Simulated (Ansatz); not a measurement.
Breaking a bond: SMILES B. The B1–H4 bond (B1 also carries H, H; H4 carries nothing else) is stretched with both fragments frozen at the PBE0/def2-TZVP optimised geometry.

Methods: RHF/cc-pVDZ (Ansatz, a quantum-chemistry and plane-wave program); RMP2 = MP2 on RHF/cc-pVDZ, frozen core in Ansatz; UHF/cc-pVDZ (Ansatz); UMP2 = MP2 on UHF/cc-pVDZ, frozen core run with Ansatz; UCCSD = CCSD on UHF/cc-pVDZ, frozen core (Ansatz); UCCSD(T) = CCSD(T) on UHF/cc-pVDZ, frozen core in Ansatz; RKS-PBE0 = restricted PBE0/cc-pVDZ in Ansatz; UKS-PBE0 = unrestricted PBE0/cc-pVDZ run with Ansatz; RKS-BLYP = restricted BLYP/cc-pVDZ (Ansatz); UKS-BLYP = unrestricted BLYP/cc-pVDZ in Ansatz; RKS-PBE = restricted PBE/cc-pVDZ in Ansatz; UKS-PBE = unrestricted PBE/cc-pVDZ run with Ansatz; FCI = full CI/cc-pVDZ, frozen core (Ansatz).

All curves are set to zero at 1.19 Å and compared with full CI in the same basis at 1.19, 1.24, 1.27, 1.29, 1.38, 1.48, 1.59, 1.76, 1.95, 2.16, 2.39, 2.62, 2.92, 3.22, 3.62, 4.17 Å.

Question: Which method stays most parallel to full CI over these points, and which least?

Answer: UCCSD(T) has the smallest spread and RHF the largest. In order (kJ/mol): UCCSD(T) 9.96, UKS-BLYP 13.14, UCCSD 14.56, UKS-PBE 17.71, UKS-PBE0 26.44, UMP2 67.65, UHF 108.17, RKS-BLYP 118.46, RKS-PBE 131.61, RMP2 158.07, RKS-PBE0 195.52, RHF 336.12.

Errors against full CI at some of the points (kJ/mol):

```json
[
 {"method": "UCCSD(T)", "1.48 Å": "0.2", "1.76 Å": "0.6", "2.39 Å": "5.3", "2.92 Å": "10.0", "4.17 Å": "0.7"},
 {"method": "UKS-BLYP", "1.48 Å": "-3.7", "1.76 Å": "-8.7", "2.39 Å": "-0.9", "2.92 Å": "2.8", "4.17 Å": "3.2"},
 {"method": "UCCSD", "1.48 Å": "0.9", "1.76 Å": "2.4", "2.39 Å": "12.0", "2.92 Å": "12.7", "4.17 Å": "-0.2"},
 {"method": "UKS-PBE", "1.48 Å": "-4.4", "1.76 Å": "-8.1", "2.39 Å": "5.0", "2.92 Å": "6.6", "4.17 Å": "-1.6"},
 {"method": "UKS-PBE0", "1.48 Å": "1.4", "1.76 Å": "4.2", "2.39 Å": "26.4", "2.92 Å": "13.3", "4.17 Å": "0.4"},
 {"method": "UMP2", "1.48 Å": "4.5", "1.76 Å": "12.5", "2.39 Å": "46.2", "2.92 Å": "9.8", "4.17 Å": "-11.3"},
 {"method": "UHF", "1.48 Å": "8.3", "1.76 Å": "20.1", "2.39 Å": "-7.9", "2.92 Å": "-55.0", "4.17 Å": "-78.8"},
 {"method": "RKS-BLYP", "1.48 Å": "-3.7", "1.76 Å": "-8.7", "2.39 Å": "-0.6", "2.92 Å": "32.5", "4.17 Å": "108.5"},
 {"method": "RKS-PBE", "1.48 Å": "-4.4", "1.76 Å": "-8.1", "2.39 Å": "5.0", "2.92 Å": "42.3", "4.17 Å": "123.5"},
 {"method": "RMP2", "1.48 Å": "4.5", "1.76 Å": "12.5", "2.39 Å": "51.6", "2.92 Å": "103.1", "4.17 Å": "158.1"},
 {"method": "RKS-PBE0", "1.48 Å": "1.4", "1.76 Å": "4.2", "2.39 Å": "34.1", "2.92 Å": "86.0", "4.17 Å": "195.5"},
 {"method": "RHF", "1.48 Å": "8.3", "1.76 Å": "20.1", "2.39 Å": "76.3", "2.92 Å": "156.1", "4.17 Å": "336.1"}
]
```

The restricted form behind RHF, RMP2, RKS-PBE0, RKS-BLYP, RKS-PBE keeps the bonding electrons paired and can't separate into open-shell fragments. The T1 diagnostic of CCSD on the restricted reference of RMP2 exceeds 0.045 at 2.62 to 4.17 Å. The unrestricted determinant behind UHF, UMP2, UCCSD, UCCSD(T) is spin-contaminated at 1.95 to 4.17 Å (<S²> up to 1.0, against 0.00 for a pure singlet). The unrestricted determinant behind UKS-PBE0, UKS-BLYP is spin-contaminated at 2.39 to 4.17 Å (<S²> up to 1.0, against 0.00 for a pure singlet). The unrestricted determinant behind UKS-PBE is spin-contaminated at 2.62 to 4.17 Å (<S²> up to 1.0, against 0.00 for a pure singlet).
